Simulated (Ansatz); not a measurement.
Consider the ligand exchange at the Si–S bond: `O[SiH](O)S[SiH](O)O` + `N[Si](F)(F)F` → `O[SiH](O)N[Si](F)(F)F` + `O[SiH](O)S`.

Calculated with Ansatz (gas phase, PBE0-D4/def2-TZVP geometries, no zero-point term in ΔE). CBS: MP2 limit from def2 TZ/QZ plus the TZ coupled-cluster correction, frozen cores. This one scheme is used for every species. DFT in def2-TZVPP. Each species was taken in one conformer, which may not be the lowest.

CCSD(T)/CBS gives +0.01 eV.

Question: Another level gave +0.12 eV. Which?
A. CCSD/def2-TZVPP
B. r2SCAN-D4/def2-TZVPP
C. B2PLYP/def2-TZVPP
D. PBE-D4/def2-TZVPP

Answer: D. PBE-D4 0.12, B2PLYP -0.02, r2SCAN-D4 0.05, CCSD/def2-TZVPP -0.07 eV.

Largest T1 diagnostic among the species: 0.012.

The D4 term adds +0.04 eV with B3LYP and +0.02 eV with PBE0; it sums over pairs of atoms, weighted by their polarisabilities, and B3LYP, whose exchange is more repulsive, gets the larger term. In def2-TZVPP, CCSD(T) changes the Hartree–Fock value by +0.15 eV (the triples alone add +0.04 eV) and MP2 by +0.20 eV. From PBE to PBE0 (25 % exact exchange), in def2-TZVPP and without D4, ΔE moves by −0.03 eV.

B3LYP here is the variant with VWN-RPA as its local correlation; programs differ in this.
